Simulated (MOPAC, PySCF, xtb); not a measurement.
Stepwise substitution at one centre (Al H-OH). Gas-phase values, no solvent. One relaxed conformer stands for each flexible species; it need not be the lowest. Strings in code marks are SMILES.

Quantity: redistribution energy (mixed species minus the weighted end members), in kJ/mol. Semi-empirical values (MOPAC) are differences of heats of formation.

Level 1: PBE-D3(BJ)/def2-TZVP // TPSSh-D3(BJ)/def2-TZVP (PySCF)
Level 2: PBE/6-31G* // TPSSh-D3(BJ)/def2-TZVP (PySCF)
Level 3: GFN2-xTB (xtb)
Level 4: PM3 // TPSSh-D3(BJ)/def2-TZVP (MOPAC)

| species | level 1 | level 2 | level 3 | level 4 |
|---|---|---|---|---|
| 1 of 3 H replaced by OH: `[OH][AlH2]` | 10.25 | 15.13 | -58.6 | 26.08 |
| 2 of 3 H replaced by OH: `[OH][AlH][OH]` (H–O–Al–O torsion 0°, O–Al–O–H torsion 1°) | -7.69 | -7.34 | -67.2 | -13.61 |
